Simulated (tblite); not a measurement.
Species: C₄H₁₀P₂S.
Z-matrix (Å and degrees, GFN2-xTB geometry), rows numbered from 1:
```
S 
P   1  1.9265
C   2  1.8360  1  115.84
C   3  1.5234  2  112.96  1   179.97
P   4  1.8640  3  110.20  2    66.62
C   5  1.8637  4   96.73  3   -69.91
C   6  1.5233  5  110.21  4    69.91
H   2  1.4053  1  116.17  3   117.93
H   3  1.0965  2  106.76  1    56.84
H   3  1.0969  2  106.36  1   -57.59
H   4  1.0939  3  109.77  2  -174.62
H   4  1.0945  3  110.39  2   -55.26
H   5  1.4002  4   95.02  3  -165.60
H   6  1.0938  5  107.92  4  -170.20
H   6  1.0944  5  110.13  4   -52.16
H   7  1.0963  2  106.79  1   -56.86
H   7  1.0969  2  106.39  1    57.58
```

Level: GFN2-xTB in tblite, geometry and Hessian alike; calculated harmonic values, unscaled, isolated species. Against measured fundamentals such values can be off by several per cent, at times by over 20. Modes of hydrogen on phosphorus can be 10 to 20 % off. One conformer, not necessarily the lowest.

Harmonic wavenumbers (cm⁻¹): 82.2, 155.8, 182.7, 214.4, 242.7, 291.2, 311.9, 397.7, 624.9, 639.7, 667.5, 700.5, 732.2, 758.2, 801.4, 809.5, 833.7, 839.4, 877.9, 904.3, 930.0, 1035.9, 1043.6, 1055.9, 1072.3, 1121.0, 1142.1, 1236.9, 1245.7, 1249.3, 1252.8, 1414.5, 1419.6, 1433.2, 1440.9, 2174.0, 2264.0, 2907.5, 2912.0, 2921.4, 2923.0, 2925.2, 2931.0, 2951.4, 2952.3.

A = 3274, B = 903.5, C = 765.8 MHz; mass 151.998 u (most abundant isotopes); point group Cs, symmetry number 1.

Problem. Zero-point energy?

Solution. ½Σν̃ = 28512 cm⁻¹ = 341.08 kJ/mol.

Problem. What is S at 400 K and 1 bar for an ideal gas of classical rigid rotors and harmonic oscillators?

Solution. Translation 177.62, rotation 126.43, vibration 122.03: S = 426.1 J/(mol K).

Problem. And Cp and H(400 K) − H(0)?

Solution. Cp = 183.81 J/(mol K), of which vibrations give 150.55 (their classical limit is 45 R = 374.2); H(400 K) − H(0) = 41.27 kJ/mol without the zero-point energy, 27.96 from vibrations.

Problem. Which modes carry the vibrational entropy at 400 K?

Solution. 82.2 cm⁻¹: 18.48; 155.8 cm⁻¹: 13.24; 182.7 cm⁻¹: 11.95; 214.4 cm⁻¹: 10.68; 242.7 cm⁻¹: 9.70; 291.2 cm⁻¹: 8.30 J/(mol K); the other 39 give 49.69 together.

Problem. How do the functions run with temperature in this model?

Solution. 
```csv
T (K),S (J/(mol K)),Cp (J/(mol K)),H − H(0) (kJ/mol),G − H(0) (kJ/mol),ln q(vib)
50,238.8,43.0,1.81,-10.13,0.12
100,275.0,63.7,4.48,-23.02,0.66
298.15,378.3,142.6,24.59,-88.19,4.18
373.15,413.7,173.6,36.47,-117.89,5.71
500,470.8,217.2,61.38,-174.03,8.40
750,570.9,275.4,123.55,-304.59,13.76
1000,655.5,312.2,197.32,-458.17,18.87
```

q(vib) and H(0) count from the zero-point level.

Problem. What must be added to the electronic energy to get the Gibbs energy at 400 K and 1 bar?

Solution. ZPE + [H(400 K) − H(0)] − T·S = 341.08 + 41.27 − 170.43 = 211.92 kJ/mol.

Hindered rotation and anharmonicity are outside this model. Other conformers, if any are populated, would add a mixing term that is left out.

Hardware: one thread of an Arm Neoverse V1, shared host. Cost: 0.68 s of wall time. The figure is for the frequency step alone.
